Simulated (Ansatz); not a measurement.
Z-matrix (Å, degrees):
```
Sb
F 1 1.898
Cl 1 2.327 2 95.7
Cl 1 2.327 2 95.7 3 -98.7
```

The species carries charge 0 and has multiplicity 1. Sb takes the def2 core potential.

List the ωB97M-V/def2-TZVPP orbital energies in eV (Ansatz). (Best estimate.)

The calculation gave: Occupied: -2772.24, -2772.24, -677.31, -262.62, -262.62, -200.10, -200.10, -199.97, -199.97, -199.97, -199.97, -162.30, -113.77, -113.77, -113.63, -41.35, -41.18, -41.08, -41.05, -40.98, -35.14, -26.25, -25.58, -19.18, -15.13, -14.95, -14.78, -13.34, -12.71, -12.18, -11.84, -11.58, -10.88. Lowest empty: -0.08, 0.13, 0.89, 3.98, 4.18, 4.66, 6.66, 7.01.
